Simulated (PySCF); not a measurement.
## SnH⁺ at PBE0

Level: PBE0. PySCF, scalar-relativistic core potentials, basis sets Sn cc-pVTZ-PP with ECP28, H cc-pVTZ.

```json
{
  "state": "³Π (triplet), unpaired electrons σ ↑, π ↑, a second solution, started from another occupation",
  "bond length": "1.895 Å",
  "harmonic wavenumber": "912 cm⁻¹",
  "force constant": "0.490 mdyn/Å",
  "rotational constant Be": "4.697 cm⁻¹",
  "anharmonicity ωexe": "116 cm⁻¹",
  "vibration–rotation constant αe": "0.564 cm⁻¹",
  "energy of the minimum from ground-state Sn⁺ + H": "-0.50 eV",
  "bond order (Mayer)": "0.62",
  "dipole moment (positive dipole points towards H; it is taken about the centre of mass and depends on that origin)": "0.90 D"
}
```

These are scalar-relativistic numbers at best; spin–orbit coupling would shift them, the dissociation energy most. For an ion De counts to the pair picked by the measured ionisation energies or electron affinities, which need not be the lowest pair at this level.
